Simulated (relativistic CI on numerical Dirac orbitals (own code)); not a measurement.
## Co⁴⁺ in a cubic cluster: L2,3 absorption with charge transfer

Computed with a charge-transfer multiplet model of a cubic metal-ligand cluster with up to 2 ligand holes, Slater and spin-orbit integrals from Dirac-Coulomb-Breit ions, Slater integrals scaled by 0.8. The ground state mixes d5 with configurations of k ligand holes L, whose averages lie at kΔ + k(k − 1)U_dd/2; a core hole lowers each added d electron by U_cd. 300 K, Lorentzian 0.4 eV and Gaussian 0.3 eV FWHM.

Atomic integrals in eV (Slater integrals scaled, ζ unscaled), ground: F2dd 10.866, F4dd 6.824, zeta_d 0.080; with the core hole: F2dd 11.456, F4dd 7.196, zeta_d 0.102, zeta_core 9.658, F2cd 6.863, G1cd 5.283, G3cd 3.006.

Cluster parameters (eV): Δ = 1.9, U_dd = 7.3, U_cd = 8.8, 10Dq(ligand) = 0.1, V(eg) = 1.85, V(t2g) = -0.94, final-state hopping factor = 0.9.

```csv
Case,n_d,d5,d6L,d7L2,S
10Dq = 0 eV,5.25,0.76,0.23,0.01,2.50
10Dq = 0.9 eV,5.24,0.77,0.22,0.01,2.50
10Dq = 1.2 eV,5.24,0.77,0.22,0.01,2.50
```

Weights, n_d and S are thermal averages at 300 K. Photon energies count from the first peak over 30 % of the highest in each spectrum, which can be another peak from case to case. The parameters are a model scan and need not match a compound or its usual spin state. Peaks in eV (height, largest 100):
- 10Dq = 0 eV: 0.0 (100), 1.1 (46), 2.9 (9), 4.4 (12), 14.6 (18), 16.5 (29)
- 10Dq = 0.9 eV: -1.6 (21), 0.0 (100), 4.3 (12), 14.0 (16), 15.1 (11), 15.9 (19), 16.6 (19)
- 10Dq = 1.2 eV: -1.8 (26), 0.0 (100), 3.2 (10), 4.2 (12), 13.8 (16), 15.7 (22), 16.7 (16)

For the case 10Dq = 0.9 eV, Δ = 1.9 eV is smaller than U_dd = 7.3 eV, the charge-transfer side of the Zaanen-Sawatzky-Allen scheme. With the core hole the configuration with one ligand hole lies at Δ + U_dd − U_cd = 0.4 eV above the one without, against Δ in the ground state. The added d electron screens the hole, so the order of the configurations is kept and charge-transfer satellites are weaker than in photoemission.
